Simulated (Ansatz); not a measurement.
Geometry optimisation, RKS PBE/def2-SVP in Ansatz.

Input:

```yaml
crystal:
  periodic: [false, false, false]
  atoms:
    - { symbol: C, position_ang: [-2.0039, 1.8846, -0.2078] }
    - { symbol: Al, position_ang: [-0.5717, 0.7295, 0.3488] }
    - { symbol: C, position_ang: [1.1639, 0.2295, 1.099] }
    - { symbol: C, position_ang: [0.4668, -0.9674, 0.6257] }
    - { symbol: Si, position_ang: [1.0135, -1.7562, -0.9789] }
    - { symbol: H, position_ang: [-2.4331, 2.5055, 0.6578] }
    - { symbol: H, position_ang: [-1.6516, 2.6465, -0.9772] }
    - { symbol: H, position_ang: [-2.8328, 1.3375, -0.6606] }
    - { symbol: H, position_ang: [2.0857, 0.518, 0.5421] }
    - { symbol: H, position_ang: [1.277, 0.309, 2.2405] }
    - { symbol: H, position_ang: [0.0081, -1.6452, 1.4541] }
    - { symbol: H, position_ang: [2.136, -2.6608, -0.6388] }
    - { symbol: H, position_ang: [1.4397, -0.6776, -1.896] }
    - { symbol: H, position_ang: [-0.1105, -2.4822, -1.5799] }
basis:
  gaussian: { orbitals: def2-SVP }
hamiltonian:
  xc: pbe
relax:
  f_tol: 0.02
  max_steps: 40
scf:
  lower_state_search: "off"
```

Command:

```bash
$ ansatz run input.yaml --threads 2 --pin off --max-ram 3072MiB --backend cpu --events-out ev --progress --plain --runs-dir out
```

Task: Where does it end, and by what steps?

Result: It converged. The force dipped under the threshold on the way, but the program's further checks kept it going. After 26 steps the energy has fallen by 0.718 eV; H13 moved furthest, 1.11 Å. Joined: Al2–Si5 (3.23 → 2.59 Å).

```json
{"step": "0", "energy less start (eV)": "0.0000", "largest force component (eV/Å)": "2.797", "accepted": "yes"}
{"step": "1", "energy less start (eV)": "-0.4203", "largest force component (eV/Å)": "1.242", "accepted": "yes"}
{"step": "2", "energy less start (eV)": "-0.4977", "largest force component (eV/Å)": "0.391", "accepted": "yes"}
{"step": "3", "energy less start (eV)": "-0.4359", "largest force component (eV/Å)": "0.513", "accepted": "no"}
{"step": "4", "energy less start (eV)": "-0.5107", "largest force component (eV/Å)": "0.056", "accepted": "yes"}
{"step": "5", "energy less start (eV)": "-0.5134", "largest force component (eV/Å)": "0.051", "accepted": "yes"}
{"step": "6", "energy less start (eV)": "-0.5146", "largest force component (eV/Å)": "0.064", "accepted": "yes"}
{"step": "7", "energy less start (eV)": "-0.5155", "largest force component (eV/Å)": "0.073", "accepted": "yes"}
{"step": "8", "energy less start (eV)": "-0.5164", "largest force component (eV/Å)": "0.041", "accepted": "yes"}
{"step": "9", "energy less start (eV)": "-0.5177", "largest force component (eV/Å)": "0.046", "accepted": "yes"}
{"step": "10", "energy less start (eV)": "-0.5199", "largest force component (eV/Å)": "0.122", "accepted": "yes"}
{"step": "11", "energy less start (eV)": "-0.5228", "largest force component (eV/Å)": "0.234", "accepted": "yes"}
{"step": "12", "energy less start (eV)": "-0.5313", "largest force component (eV/Å)": "0.364", "accepted": "yes"}
{"step": "13", "energy less start (eV)": "-0.5662", "largest force component (eV/Å)": "0.438", "accepted": "yes"}
{"step": "14", "energy less start (eV)": "-0.6351", "largest force component (eV/Å)": "0.358", "accepted": "yes"}
{"step": "15", "energy less start (eV)": "-0.6750", "largest force component (eV/Å)": "0.312", "accepted": "yes"}
{"step": "16", "energy less start (eV)": "-0.6962", "largest force component (eV/Å)": "0.186", "accepted": "yes"}
{"step": "17", "energy less start (eV)": "-0.6450", "largest force component (eV/Å)": "0.851", "accepted": "no"}
{"step": "18", "energy less start (eV)": "-0.7106", "largest force component (eV/Å)": "0.071", "accepted": "yes"}
{"step": "19", "energy less start (eV)": "-0.7132", "largest force component (eV/Å)": "0.083", "accepted": "yes"}
{"step": "20", "energy less start (eV)": "-0.7148", "largest force component (eV/Å)": "0.114", "accepted": "yes"}
{"step": "21", "energy less start (eV)": "-0.7158", "largest force component (eV/Å)": "0.061", "accepted": "yes"}
{"step": "22", "energy less start (eV)": "-0.7166", "largest force component (eV/Å)": "0.024", "accepted": "yes"}
{"step": "23", "energy less start (eV)": "-0.7167", "largest force component (eV/Å)": "0.103", "accepted": "yes"}
{"step": "24", "energy less start (eV)": "-0.7173", "largest force component (eV/Å)": "0.028", "accepted": "yes"}
{"step": "25", "energy less start (eV)": "-0.7174", "largest force component (eV/Å)": "0.006", "accepted": "yes"}
{"step": "26", "energy less start (eV)": "-0.7175", "largest force component (eV/Å)": "0.012", "accepted": "yes"}
```

```xyz
14
Properties=species:S:1:pos:R:3
C -1.758 1.697 -0.458
Al -0.166 0.662 0.031
C 1.288 0.197 1.260
C 0.443 -1.047 0.905
Si 0.697 -1.635 -0.801
H -2.322 1.968 0.460
H -1.496 2.639 -0.982
H -2.438 1.112 -1.110
H 2.371 0.200 1.026
H 1.123 0.550 2.297
H 0.023 -1.703 1.686
H 2.040 -1.970 -1.413
H 0.540 -0.163 -1.499
H -0.360 -2.538 -1.371
```

Whether the end is a true minimum wasn't checked by a vibrational analysis.

Time of the run: 83 s on 2 threads of Arm Neoverse N1, on a shared host, peak memory 0.15 GiB.
